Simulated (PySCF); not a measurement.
## A geometry optimisation of ClHNSi2− with B3LYP-D3(BJ)/def2-SVPD

The starting geometry of this gas-phase singlet was optimised with GFN2-xTB.

| atom | x (Å) | y (Å) | z (Å) |
| --- | --- | --- | --- |
| Cl | -0.9245 | -1.8682 | 1.8867 |
| N | 0.2373 | 1.0186 | 0.1283 |
| Si | 1.8393 | 0.5697 | -0.1615 |
| Si | -1.1770 | 0.6307 | 0.8279 |
| H | 1.7465 | 0.0831 | -1.6208 |

Q: Where would you expect an optimisation with B3LYP-D3(BJ)/def2-SVPD to take it?

A: A new bond forms, giving a structure given below by its coordinates. Contacts that close: Cl1–Si4 (2.73 → 2.31 Å).

The energy falls by 0.34 eV over 21 steps:

| step | E − E(last) (eV) |
| --- | --- |
| 1 | 0.344 |
| 3 | 0.113 |
| 5 | 0.043 |
| 8 | 0.012 |
| 10 | 0.011 |
| 12 | 0.010 |
| 14 | 0.012 |
| 17 | 0.001 |
| 19 | 0.000 |
| 21 | 0.000 |

Final geometry (Å):

```yaml
atoms:
  - { symbol: Cl, position_ang: [-1.5059, -1.1739, 2.0573] }
  - { symbol: N, position_ang: [0.3556, 0.6597, 0.2927] }
  - { symbol: Si, position_ang: [1.9644, 0.7622, -0.1702] }
  - { symbol: Si, position_ang: [-1.1788, 0.7864, 0.8733] }
  - { symbol: H, position_ang: [1.8825, 0.1047, -1.5919] }
```

The end wasn't checked by frequencies. Run with PySCF 2.14.0, 110 s on 2 threads of Arm Neoverse V1 (shared host).
